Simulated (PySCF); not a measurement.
## Telling isomers of C₈H₁₀O₂ apart by NMR

Computational details: coordinates at the PBE0-D3(BJ)/def2-SVP level, GIAO PBE0/pcSseg-1 shieldings, in PySCF (isolated molecule, relativity neglected, fast rotation and ring inversion assumed for equivalent nuclei, single conformer).

References, each an isolated molecule treated in the same way: ¹H, ¹³C against TMS. Where no couplings were computed, multiplicities follow the n + 1 count of equivalent neighbours, and m marks all less simple cases (inequivalent or close neighbours, rings, F or P nearby). Shifts are as computed. Against solution values, carbons near 30 ppm lie about +2 ppm off and those near 130 ppm about +5 ppm. Of 1211 compounds with measured shifts, 218 miss one by over three times the rms of a fit or turn the order of signals round; such compounds aren't used in these exercises.

(1) Tabulate the signals of `C=CC(=C)/C=C\OC(C)=O`, `COc1ccccc1OC` and their relative energies.

(2) What is the quickest way to tell C=CC(=C)/C=C\OC(C)=O from COc1ccccc1OC?

## Answers

(1) 
```tsv
SMILES	carbon types	δC	δH	E rel. (kcal/mol)
C=CC(=C)/C=C\OC(C)=O	2×C 3×CH 2×CH2 1×CH3	169.2, 149.4, 143.9, 140.5, 126.9, 124.9, 112.4, 21.7	7.50 (d, 1H), 6.42 (m, 1H), 5.53 (m, 1H), 5.47 (d, 1H), 5.47 (m, 1H), 5.37 (m, 1H), 5.35 (m, 1H), 2.01 (s, 3H)	14.2
COc1ccccc1OC	2×C 4×CH 2×CH3	154.0, 124.6, 112.2, 53.5	6.92 (m, 2H), 6.55 (d, 2H), 3.65 (s, 6H)	0.0
```

Energies are electronic energies at PBE0/pcSseg-1 on these geometries, without zero-point or thermal terms, each for the one conformer computed, which needn't be the lowest.

(2) Count the carbon signals: 8 against 4. The first has a terminal =CH2 carbon at 126.9 ppm, the second a methyl carbon bonded to O (CH3) at 53.5 ppm. Their most deshielded carbons lie at 169.2 and 154.0 ppm. In the proton spectra the most deshielded non-exchanging signals are 7.50 (d, 1H) and 6.92 (m, 2H).
